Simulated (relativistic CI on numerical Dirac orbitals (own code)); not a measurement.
**One change at a time: Tc13+**

Base calculation: Dirac-Coulomb-Breit CI, separate exchange-only KLI orbitals for each configuration, model QED (radiative potential, 1s self-energy scaled to tabulated hydrogen-like ionisation energies), unscaled Slater integrals.

Configuration list (outside the closed core [Ar]): 3d10.4s2, 3d10.4s.4p, 3d10.4p2, 3d10.4s.4d, 3d10.4d2, 3d10.4s.4f, 3d10.4p.4d, 3d10.4f2, 3d10.4p.4f, 3d10.4s.5s, 3d10.4s.5p, 3d10.4d.4f, 3d10.4s.5d, 3d10.4s.5f, 3d10.4s.6s, 3d10.4s.5g, 3d10.4s.6p, 3d10.4s.6d, 3d10.4s.6f, 3d10.4s.7s, 3d9.4s2.4p, 3d9.4s2.4d, 3d9.4s2.4f, 3d9.4s2.5s, 3d9.4s2.5p, 3d9.4s2.5d. Double excitations out of closed p, d and f shells are left out; levels of such configurations are missing from the list, as are those of other unlisted configurations, and high levels can miss mixing partners. These lack a partner that the ground configuration has and come out too high: 3d9.4s2.4p, 3d9.4s2.4d, 3d9.4s2.4f, 3d9.4s2.5s, 3d9.4s2.5p.

The lowest level and the first level of each name with at least 55 % of one term (blank where a level has no safe partner in the second run):

```csv
Level,Base (cm⁻¹),Shift (cm⁻¹)
3d10.4s2 1S_0,0,0
3d10.4s.4p 3P°_0,210523,+536
3d10.4s.4p 3P°_1,219455,+537
3d10.4s.4p 3P°_2,245803,+536
3d10.4s.4p 1P°_1,317523,+564
3d10.4p2 3P_0,496190,+1010
3d10.4p2 3P_1,518482,+1011
3d10.4p2 1D_2,519852,+1036
3d10.4p2 3P_2,552841,+1028
3d10.4p2 1S_0,605156,+1007
3d10.4s.4d 3D_1,672635,+1388
3d10.4s.4d 3D_2,674808,+1389
3d10.4s.4d 3D_3,678400,+1390
3d10.4s.4d 1D_2,731110,+1418
```

At this charge energies of transitions that change n are usually good to better than 1 %, and those within a shell (Δn = 0) to a few per cent.

Q: One thing was changed in a second run, which moved the levels as shown. Which?
A. P86 correlation estimate
B. configuration mixing switched off
C. Breit term removed
D. non-relativistic limit
E. QED terms removed

A: A. P86 correlation estimate. A correlation estimate moves all levels of a configuration together before mixing; mixed levels move by a weighted share.

LS names give the leading component of a level, which can be under half, so a name can repeat, a term be missing and a line seem to break the LS rules.
